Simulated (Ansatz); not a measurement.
One geometry of the cluster Li4Te2⁺, several levels of theory.

```yaml
crystal:
  periodic: [false, false, false]
  atoms:
    - {symbol: Li, position_ang: [-4.280708, -0.501121, 1.681747]}
    - {symbol: Li, position_ang: [3.561783, 1.130716, 0.126159]}
    - {symbol: Li, position_ang: [1.963346, -1.391164, -2.578418]}
    - {symbol: Li, position_ang: [-0.370672, 0.252533, 0.387534]}
    - {symbol: Te, position_ang: [-2.817147, 1.273689, 0.538515]}
    - {symbol: Te, position_ang: [1.943399, -0.764663, -0.155527]}
basis:
  gaussian: {orbitals: def2-TZVP, initial_orbitals: start.molden}
total_charge: 1
magnetization: {spin_polarized: true, initial_magnetization: 1}
hamiltonian: {xc: r2scan, dispersion: d4}
scf: {omitted_lower_state_checks: [starts]}
output: {orbitals: {seedname: orbitals}}
```

The file start.molden holds the orbitals of an earlier run on this structure, at another level or in another basis.

```sh
$ ansatz run in.yaml --threads 4 --pin off --events-out ev --progress --plain --max-ram 3916MiB
```

Output, abridged:

```
Functional definition: r2SCAN
1288 factors; their error is unknown
mean field evaluation 1: about -15410.7685 eV, gradient 4.4e0 eV
mean field evaluation 2: about -15410.8109 eV, gradient 6.3e-2 eV
mean field evaluation 4: about -15410.5619 eV, gradient 1.4e-2 eV
mean field evaluation 8: about -15410.5619 eV, gradient 2.6e-5 eV
mean field -15410.56193626 eV, -566.3277055036 hartree, gradient 2.6e-5 eV, S^2 0.755156; 0 other end points of the search recorded, 0 dependent functions left out
reference -15410.56197059 eV, -566.3277067650 hartree; 30, 29 occupied and 126, 127 virtual orbitals, 1288 factors
Total energy: -15410.59073380 eV, -566.3287637936 hartree
Checks for a lower state left out: starts
```

Hardware: 4 threads of AMD EPYC 9B45 on a shared host. Wall time 1.9 s.

First input, but with `gaussian: {orbitals: def2-SVP, initial_orbitals: start.molden}`, `correlation: {method: ccsd_t}`, `scf: {omitted_lower_state_checks: [starts, cluster_reference]}` and without the key `hamiltonian` (abridged; 7 s):

```
Functional definition: HF
mean field -15342.68594542 eV, -563.8333088480 hartree, gradient 4.9e-6 eV, S^2 0.757460
8 core orbitals not correlated: weight in the atoms' cores, before any rotation towards them, 1.000 or more for the frozen orbitals, at most 0.000 for the correlated occupied ones
second order -6.48994465 eV of doubles, -0.00000000 eV of singles
cycle   1  -6.88444946 eV  change   -3.9e-1 eV  update   6.0e-2
cycle   2  -7.02969179 eV  change   -1.5e-1 eV  update   2.0e-2
cycle   3  -7.05059270 eV  change   -2.1e-2 eV  update   8.5e-3
cycle   4  -7.04950102 eV  change    1.1e-3 eV  update   2.8e-3
cycle   5  -7.04884110 eV  change    6.6e-4 eV  update   1.2e-3
cycle   6  -7.04880763 eV  change    3.3e-5 eV  update   5.0e-4
cycle   7  -7.04884742 eV  change   -4.0e-5 eV  update   2.0e-4
cycle   8  -7.04888073 eV  change   -3.3e-5 eV  update   1.0e-4
cycle   9  -7.04889425 eV  change   -1.4e-5 eV  update   6.2e-5
cycle  10  -7.04888622 eV  change    8.0e-6 eV  update   4.2e-5
perturbative correction -0.15872133 eV, -0.0058329012 hartree
Total energy: -15349.89355297 eV, -564.0981835400 hartree
Checks for a lower state left out: starts, cluster_reference
```

As the first input, with `hamiltonian: {xc: {name: LC-wPBE}}` (abridged; 2.3 s):

```
Functional definition: LC-wPBE
mean field -15405.58889865 eV, -566.1449497422 hartree, gradient 1.7e-5 eV, S^2 0.755010
Total energy: -15405.58889867 eV, -566.1449497429 hartree
Checks for a lower state left out: starts
```

As the first input, with `hamiltonian: {xc: {name: revPBE}, dispersion: d4}` (abridged; 1.1 s):

```
Functional definition: revPBE
mean field -15407.42359361 eV, -566.2123735384 hartree, gradient 9.6e-6 eV, S^2 0.753049
Total energy: -15407.64875375 eV, -566.2206480208 hartree
Checks for a lower state left out: starts
```

First input, but with `hamiltonian: {xc: pbe0, dispersion: d4}` (abridged; 1.8 s):

```
Functional definition: PBE0
mean field -15403.85702403 eV, -566.0813045239 hartree, gradient 1.1e-5 eV, S^2 0.753726
Total energy: -15403.96756809 eV, -566.0853669433 hartree
Checks for a lower state left out: starts
```

As the first input, with `hamiltonian: {xc: pbe, dispersion: d4}`, `output: {forces: true, orbitals: {seedname: orbitals}}` (abridged; 1.3 s):

```
Functional definition: PBE
mean field -15402.16428714 eV, -566.0190975906 hartree, gradient 2.5e-5 eV, S^2 0.752569
Total energy: -15402.28807228 eV, -566.0236466105 hartree
Atom 0 force     0.012861     0.016543    -0.010398 eV/Å
Atom 1 force    -0.010442    -0.007779    -0.001187 eV/Å
Atom 2 force    -0.002939     0.003727     0.007016 eV/Å
Atom 3 force     0.013163    -0.001097    -0.011935 eV/Å
Atom 4 force    -0.023013    -0.013625     0.015035 eV/Å
Atom 5 force     0.010369     0.002230     0.001470 eV/Å
Dipole moment:     0.377192    -0.507185    -0.455350 e Å
Checks for a lower state left out: starts
```

Geometry: PBE-D4/def2-SVP.

In the def2 sets Te takes a core potential; there is no spin–orbit coupling. LC-ωPBE has ω = 0.4 bohr⁻¹. Correlated methods freeze 8 core orbitals; core or outer-core shells of Li, Te are correlated, in sets that lack core-valence functions. At PBE-D4/def2-TZVP the gap within one spin of the charge 1 doublet nearly closes, so an electron or hole may be smeared out by delocalisation error. Another isomer (doublet) lies 0.88 eV lower at PBE0-D4/def2-TZVP; other spin states weren't run for this one.
